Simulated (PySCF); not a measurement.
## Static response to an electric field

Species: C3H7ClO2S.
Numbering: `[CH3:1][CH:2]([CH3:3])[S:4](=[O:5])(=[O:6])[Cl:7]` (hydrogens: H8, H9, H10 on C1; H11 on C2; H12, H13, H14 on C3)

Geometry (PBE0-D3(BJ)/def2-SVP, Å), atoms numbered from 1 in this order:
```
atom  x, y, z in Å
C1    -0.3925    1.4360    0.2252
C2    -0.2699    0.0478   -0.3681
C3    -1.0150   -1.0472    0.3663
S4     1.4742   -0.4020   -0.5737
O5     1.5677   -1.7586   -1.0711
O6     2.1814    0.6892   -1.2107
Cl7    2.1093   -0.4449    1.4384
H8     0.1966    2.1662   -0.3453
H9    -1.4487    1.7423    0.2034
H10   -0.0511    1.4451    1.2705
H11   -0.5594    0.0601   -1.4354
H12   -0.6879   -1.1056    1.4146
H13   -0.8560   -2.0244   -0.1086
H14   -2.0910   -0.8196    0.3516
```

Level: wB97X-D/def2-SVPD (PySCF), static field, nuclei fixed, core orbitals frozen in the response. The polarisability tensor in these axes (au):

```
x   80.94 -1.41  3.01
y   -1.41 74.97 -0.41
z    3.01 -0.41 80.52
```

Problem. Diagonalise the tensor; give its mean and Δα, where Δα² is half the sum of the squared differences of the eigenvalues.

Solution. Principal values 74.64, 77.85 and 83.94 au; mean 78.81 au = 11.68 Å³ = 12.99 × 10⁻⁴⁰ C²·m²/J; Δα = 8.18 au (10 % of the mean).

Problem. What is the dipole moment, and where does it point?

Solution. (-4.29, 1.14, 1.10) D, 4.57 D in size, pointing from the negative to the positive side. Measured along this direction, the outermost atoms are O5 and O6 at the negative end and H14 and H9 at the positive end.

Problem. Along which axes do the principal values lie, and how far do the nuclei extend along each?

Solution. Largest value along (0.73, -0.15, 0.66), where the nuclei span 3.94 Å; middle along (-0.63, 0.20, 0.75), 3.58 Å; least along (0.24, 0.97, -0.06), 4.33 Å. The strongest response doesn't lie along the longest of the three spans.

Problem. Give the eigenvalues of the traceless quadrupole moment Θ = ½Σq(3rr − r²1), origin at the centre of nuclear charge.

Solution. -3.67, -3.49, 7.16 D·Å. The values depend on the origin, since the dipole doesn't vanish. The electronic extent ⟨r²⟩ about the same centre is 998 bohr², a root-mean-square distance of 1.94 Å for the 74 electrons.

Problem. What depolarisation ratio follows for Rayleigh scattering of linearly polarised light, taking the static tensor?

Solution. ρ = 3Δα²/(45ᾱ² + 4Δα²) = 200.8/(279473 + 267.7) = 0.000718.

Problem. How large is μ²/3kT at 250 K beside α?

Solution. In Gaussian units μ²/3kT = 201.78 Å³ against 11.68 Å³, a ratio of 17.28; the Debye molar polarisation (4π/3)N_A(α + μ²/3kT) is 538.5 cm³/mol, leaving out the vibrational part.

Isolated species at its PBE0-D3(BJ)/def2-SVP geometry (one conformer only).

The run behind these numbers computed excited states and ΔSCF ions as well. The run took 4.6 min of wall time on one thread, Arm Neoverse V1 (aarch64), no GPU (shared host), and the process peaked at 1.2 GiB of memory.
